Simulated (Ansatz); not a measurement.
```yaml
crystal:
  periodic: [false, false, false]
  atoms:
    - {symbol: C, position_ang: [-6.626599, 0.794824, 1.986591]}
    - {symbol: N, position_ang: [-6.755883, 0.408961, 0.696563]}
    - {symbol: C, position_ang: [-8.155056, 0.044908, 0.092792]}
    - {symbol: C, position_ang: [-5.553958, 0.088163, 0.064763]}
    - {symbol: C, position_ang: [-5.537005, -0.320785, -1.346426]}
    - {symbol: C, position_ang: [-3.930151, -0.278878, -1.412153]}
    - {symbol: C, position_ang: [-3.107429, -0.378232, -0.858436]}
    - {symbol: C, position_ang: [-1.856364, -0.335121, -0.714963]}
    - {symbol: C, position_ang: [-0.729577, -0.790887, -1.844901]}
    - {symbol: C, position_ang: [0.497395, -0.430539, -1.527001]}
    - {symbol: C, position_ang: [1.034309, 0.100418, -0.175668]}
    - {symbol: C, position_ang: [2.270893, -0.005755, 0.002551]}
    - {symbol: C, position_ang: [2.514858, 0.498581, 1.372485]}
    - {symbol: C, position_ang: [4.079919, 0.442099, 1.786315]}
    - {symbol: C, position_ang: [5.171600, 0.118553, 0.464600]}
    - {symbol: C, position_ang: [6.281972, 0.076635, 0.329113]}
    - {symbol: C, position_ang: [7.094187, -0.456752, -0.904874]}
    - {symbol: C, position_ang: [8.349975, -0.682312, -0.590146]}
    - {symbol: C, position_ang: [9.130903, 0.180781, 0.819562]}
    - {symbol: C, position_ang: [10.042048, 0.420557, 1.177114]}
    - {symbol: N, position_ang: [11.095010, 0.481944, 1.619272]}
    - {symbol: Se, position_ang: [7.452551, 0.638365, 1.998884]}
    - {symbol: Se, position_ang: [3.605334, -0.441870, -1.119569]}
    - {symbol: Se, position_ang: [-0.742659, 0.228043, 0.696509]}
    - {symbol: Se, position_ang: [-3.656266, 0.674311, 1.069977]}
    - {symbol: H, position_ang: [-6.685658, -0.268718, 2.886271]}
    - {symbol: H, position_ang: [-7.353054, 1.297271, 2.326879]}
    - {symbol: H, position_ang: [-6.192265, 1.347093, 2.103064]}
    - {symbol: H, position_ang: [-8.047474, 0.480856, -1.165812]}
    - {symbol: H, position_ang: [-8.150290, -0.797511, -0.385620]}
    - {symbol: H, position_ang: [-8.921717, 0.555766, 0.296234]}
    - {symbol: H, position_ang: [-5.950754, -0.544133, -2.119074]}
    - {symbol: H, position_ang: [-3.801581, -0.833641, -2.547068]}
    - {symbol: H, position_ang: [-1.573428, -1.011389, -2.814353]}
    - {symbol: H, position_ang: [1.281728, -1.008807, -2.367965]}
    - {symbol: H, position_ang: [1.871272, 1.001179, 1.924702]}
    - {symbol: H, position_ang: [4.506393, 0.909543, 2.368700]}
    - {symbol: H, position_ang: [6.662352, -0.753245, -1.586979]}
    - {symbol: H, position_ang: [9.221972, -0.968331, -1.361752]}
basis:
  gaussian: {orbitals: cc-pVDZ, fitting: {mean_field: def2-universal-jkfit}}
hamiltonian: {xc: {name: PBEsol}}
scf: {omitted_lower_state_checks: [starts]}
output: {forces: true}
```

```sh
$ ansatz run in.yaml --threads 2 --pin off --events-out ev --progress --plain --max-ram 32768MiB --backend cuda --devices 0, --max-vram 18GiB
```

Shortened log:

```
Functional definition: PBEsol
2895 factors; integrals over basis functions are off by at most 3.4e-1 eV
mean field evaluation 1: about -283809.0353 eV, gradient 1.9e2 eV
mean field evaluation 2: about -282715.4863 eV, gradient 5.8e2 eV
mean field evaluation 4: about -281558.9399 eV, gradient 5.8e2 eV
mean field evaluation 8: about -283920.7745 eV, gradient 7.6e-1 eV
mean field -283920.77014963 eV, -10433.8958545889 hartree, gradient 2.0e-5 eV, S^2 0.000000; 0 other end points of the search recorded, 0 dependent functions left out
reference -283920.77022158 eV, -10433.8958572329 hartree; 139, 139 occupied and 333, 333 virtual orbitals, 2895 factors
Total energy: -283920.77022158 eV, -10433.8958572329 hartree
Atom 0 at    -6.626599     0.794824     1.986591 Å, force   -24.230069   -39.448534    -4.555964 eV/Å
Atom 1 at    -6.755883     0.408961     0.696563 Å, force    -0.751679    -1.523971    -2.916776 eV/Å
Atom 2 at    -8.155056     0.044908     0.092792 Å, force    10.654933     3.139004    -3.553626 eV/Å
Atom 3 at    -5.553958     0.088163     0.064763 Å, force    -2.519328     0.585364    -1.984151 eV/Å
Atom 4 at    -5.537005    -0.320785    -1.346426 Å, force    11.684418     4.631027    14.367696 eV/Å
Atom 5 at    -3.930151    -0.278878    -1.412153 Å, force   -48.213695     0.619010   -34.868991 eV/Å
Atom 6 at    -3.107429    -0.378232    -0.858436 Å, force    36.947571    -2.057819    30.811035 eV/Å
Atom 7 at    -1.856364    -0.335121    -0.714963 Å, force    13.774910    -1.652691    -1.740587 eV/Å
Atom 8 at    -0.729577    -0.790887    -1.844901 Å, force    -9.135898     1.068014     0.262558 eV/Å
Atom 9 at     0.497395    -0.430539    -1.527001 Å, force     5.015925    -1.555339    -1.459416 eV/Å
Atom 10 at     1.034309     0.100418    -0.175668 Å, force   -12.181746    -2.068850    -7.055778 eV/Å
Atom 11 at     2.270893    -0.005755     0.002551 Å, force     6.265621     1.810273     6.498071 eV/Å
Atom 12 at     2.514858     0.498581     1.372485 Å, force    12.175916    -3.530562    -2.745976 eV/Å
Atom 13 at     4.079919     0.442099     1.786315 Å, force   -11.265129    -9.025291   -17.352646 eV/Å
Atom 14 at     5.171600     0.118553     0.464600 Å, force   -28.745198     1.078674     5.599648 eV/Å
Atom 15 at     6.281972     0.076635     0.329113 Å, force    24.382238    -1.276372    -3.887764 eV/Å
Atom 16 at     7.094187    -0.456752    -0.904874 Å, force     6.250167     6.659738    16.841072 eV/Å
Atom 17 at     8.349975    -0.682312    -0.590146 Å, force     6.765521     2.184735     1.001030 eV/Å
Atom 18 at     9.130903     0.180781     0.819562 Å, force   -51.705167   -13.497637   -20.522053 eV/Å
Atom 19 at    10.042048     0.420557     1.177114 Å, force    39.429900    10.061757    14.807587 eV/Å
Atom 20 at    11.095010     0.481944     1.619272 Å, force     8.759589     1.284440     3.442296 eV/Å
Atom 21 at     7.452551     0.638365     1.998884 Å, force     0.413243    -0.969392    -2.878843 eV/Å
Atom 22 at     3.605334    -0.441870    -1.119569 Å, force     2.758108    -0.180068     0.137487 eV/Å
Atom 23 at    -0.742659     0.228043     0.696509 Å, force     0.603205     0.298414     1.211859 eV/Å
Atom 24 at    -3.656266     0.674311     1.069977 Å, force    -3.460704    -0.998037    -1.098592 eV/Å
Atom 25 at    -6.685658    -0.268718     2.886271 Å, force     0.832778     3.039987    -2.185504 eV/Å
Atom 26 at    -7.353054     1.297271     2.326879 Å, force    -7.864846     3.531382     2.506206 eV/Å
Atom 27 at    -6.192265     1.347093     2.103064 Å, force    30.545853    33.738639     7.388263 eV/Å
Atom 28 at    -8.047474     0.480856    -1.165812 Å, force     0.048064    -0.010058     2.727883 eV/Å
Atom 29 at    -8.150290    -0.797511    -0.385620 Å, force    -0.420920    -6.902180    -1.610355 eV/Å
Atom 30 at    -8.921717     0.555766     0.296234 Å, force    -6.782123     4.293320     3.048009 eV/Å
Atom 31 at    -5.950754    -0.544133    -2.119074 Å, force    -6.308846    -2.832708    -9.641516 eV/Å
Atom 32 at    -3.801581    -0.833641    -2.547068 Å, force     0.144255     1.303454     1.529123 eV/Å
Atom 33 at    -1.573428    -1.011389    -2.814353 Å, force     3.553346     0.137847     2.073815 eV/Å
Atom 34 at     1.281728    -1.008807    -2.367965 Å, force    -1.289473     2.014082     2.261455 eV/Å
Atom 35 at     1.871272     1.001179     1.924702 Å, force    -3.753898     2.406436     3.160625 eV/Å
Atom 36 at     4.506393     0.909543     2.368700 Å, force     8.086170     9.153643    12.353942 eV/Å
Atom 37 at     6.662352    -0.753245    -1.586979 Å, force    -8.621279    -5.686176   -13.543898 eV/Å
Atom 38 at     9.221972    -0.968331    -1.361752 Å, force    -1.841734     0.176444     1.572774 eV/Å
Dipole moment:    -3.047616    -0.106553    -0.654513 e Å
Checks for a lower state left out: starts
```

Run time 6.5 s (2 threads of AMD EPYC 7R13 on a shared host and a share (18 GiB) of an NVIDIA H100 80GB HBM3), peak host memory 1 GiB.
